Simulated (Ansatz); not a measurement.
Reaction (formal exchange of groups at the Si–N bond): `N[Si](N)(Cl)Cl` + `N[SiH2]S` → `N[SiH2][Si](N)(Cl)Cl` + `NS`

Program: Ansatz. Geometries: PBE0-D4/def2-TZVP. ΔE: electronic, gas phase. CCSD(T)/CBS is the MP2 limit (def2-TZVPP, def2-QZVPP) plus CCSD(T) − MP2 in def2-TZVPP, frozen cores. This one scheme is used for every species. Functionals use def2-TZVPP. B3LYP here is the variant with VWN-RPA as its local correlation; programs differ in this. Each species was taken in one conformer, which may not be the lowest.

CCSD(T)/CBS gives +251.1 kJ/mol.

(1) Another level gave +235.9 kJ/mol. Which?
A. r2SCAN-D4/def2-TZVPP
B. PBE0-D4/def2-TZVPP
C. MP2/def2-TZVPP
D. B3LYP/def2-TZVPP

Largest T1 diagnostic among the species: 0.010.

## Answers

(1) B. PBE0-D4 235.9, B3LYP 240.7, r2SCAN-D4 249.0, MP2/def2-TZVPP 262.7 kJ/mol.

From PBE to PBE0 (25 % exact exchange), in def2-TZVPP and without D4, ΔE moves by +12.6 kJ/mol.
